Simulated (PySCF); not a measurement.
Ti(2+) (titanium, charge +2) across methods

[Ar] 3d1 4s1, high-spin 3D determinant (an excited configuration). All numbers are calculated (PySCF 2.14, the spin-free X2C one-electron Hamiltonian (Gaussian nucleus), in aug-cc-pVQZ-DK (9s8p6d4f3g2h, 140 functions)).

| method | E (hartree) | mean ε 3p β (eV) | mean ε 3d α (eV) | mean ε 4s α (eV) | Σ⟨r²⟩ (bohr²) | ⟨S²⟩ |
| --- | --- | --- | --- | --- | --- | --- |
| UHF | -851.90207 | -69.641 | -33.392 | -22.117 | 22.43 | 2.002 |
| LDA | -850.665 | -60.114 | -25.627 | -19.806 | 21.99 | 2.000 |
| M06-L | -852.718 | -61.071 | -25.547 | -19.419 | 21.99 | 2.001 |
| PBEsol | -851.573 | -59.980 | -25.595 | -19.598 | 22.04 | 2.000 |
| r2SCANh | -852.735 | -61.959 | -27.035 | -20.015 | 22.10 | 2.001 |
| PBE0 | -852.590 | -62.786 | -27.818 | -20.312 | 22.09 | 2.001 |
| PBE | -852.550 | -60.047 | -25.722 | -19.562 | 22.06 | 2.000 |

Q: Estimate the same row for r2SCAN.

A: E (hartree) = -852.737; mean ε 3p β (eV) = -60.992; mean ε 3d α (eV) = -26.254; mean ε 4s α (eV) = -19.721; Σ⟨r²⟩ (bohr²) = 22.10; ⟨S²⟩ = 2.001.
